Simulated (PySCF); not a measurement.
(S)-bromo-chloro-fluoromethane (CHBrClF), SMILES F[C@@H](Cl)Br. Atoms are numbered in the order given.

```xyz
5

C     -0.5943    -0.4766    -0.3598
F     -0.8733    -1.5529     0.3722
Cl    -1.7783     0.7887    -0.0492
Br     1.2080     0.1187     0.0307
H     -0.6233    -0.7255    -1.4283
```
Charge 0, spin multiplicity 1.

Geometry optimised at PBE0-D3(BJ)/def2-SVP.

Computed with PySCF with TDDFT-PBE/def2-SVPD.

Vertical excitations. The molecule is in vacuum.

```csv
state,energy (eV),λ (nm),f,main pairs
S1,5.53,224,0.013,HOMO→LUMO 97 %
S2,5.67,219,0.000,HOMO−1→LUMO 97 %
S3,6.15,202,0.024,HOMO−2→LUMO 91 %
S4,6.51,190,0.002,"HOMO−3→LUMO 68 %, HOMO→LUMO+1 30 %"
S5,6.77,183,0.025,"HOMO→LUMO+1 65 %, HOMO−3→LUMO 23 %"
S6,6.84,181,0.003,HOMO−1→LUMO+1 93 %
S7,7.32,169,0.043,HOMO→LUMO+2 99 %
S8,7.51,165,0.004,HOMO−2→LUMO+1 86 %
S9,7.52,165,0.037,HOMO−1→LUMO+2 93 %
S10,8.00,155,0.002,HOMO−3→LUMO+1 81 %
T1,4.91,252,0,HOMO→LUMO 99 %
T2,5.09,243,0,HOMO−1→LUMO 99 %
T3,5.68,218,0,HOMO−2→LUMO 97 %
T4,6.21,200,0,HOMO−3→LUMO 85 %
```
Triplets are in the Tamm–Dancoff approximation, which puts them higher than full response would, so one can lie above its singlet here.
